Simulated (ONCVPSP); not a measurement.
# An all-electron radial function and its pseudo partner (lead)

Columns: radius, all-electron u(r) and pseudo u(r) of the 5p shell (level -80.64 eV) of lead in the configuration [Kr] 4d10 4f14 5s2 5p6 5d10 6s1.5 6p2.5; PBE, non-relativistic, ONCV scheme, ONCVPSP 4.0.1.

| r (bohr) | all-electron | pseudo |
| --- | --- | --- |
| 0.082 | 0.0860 | 0.0225 |
| 0.165 | 0.3518 | 0.0891 |
| 0.248 | -0.3022 | 0.1944 |
| 0.330 | -0.6420 | 0.3275 |
| 0.413 | -0.4840 | 0.4805 |
| 0.495 | -0.0742 | 0.6368 |
| 0.578 | 0.3757 | 0.7870 |
| 0.660 | 0.7403 | 0.9153 |
| 0.742 | 0.9899 | 1.0141 |
| 0.825 | 1.1297 | 1.0776 |
| 0.908 | 1.1773 | 1.1021 |
| 0.990 | 1.1581 | 1.0895 |
| 1.072 | 1.0957 | 1.0452 |
| 1.155 | 1.0068 | 0.9755 |
| 1.238 | 0.9055 | 0.8891 |
| 1.320 | 0.8025 | 0.7953 |
| 1.402 | 0.7025 | 0.7001 |
| 1.485 | 0.6079 | 0.6074 |
| 1.568 | 0.5218 | 0.5217 |
| 1.650 | 0.4457 | 0.4457 |
| 1.733 | 0.3781 | 0.3781 |
| 1.815 | 0.3200 | 0.3200 |
| 1.898 | 0.2692 | 0.2692 |
| 1.980 | 0.2263 | 0.2263 |
| 2.062 | 0.1897 | 0.1897 |
| 2.145 | 0.1584 | 0.1584 |

Q: How many radial nodes do the two functions have?

A: The all-electron 5p function has n − l − 1 = 3 (the table is too coarse to show those close to the nucleus); the pseudo-wave has 0, since the states of the same l below it are removed with the core.

Q: At about which radius was the pseudo-wave matched?

A: 1.65 bohr. The columns agree to 0.0005 from 1.49 bohr on; several derivatives are matched, so the curves merge somewhat inside the radius.

Q: Is the pseudo-wave norm-conserving?

A: Yes: the ONCV scheme keeps the norm inside the radius equal to the all-electron one, which fixes the energy derivative of the logarithmic derivative at the level.
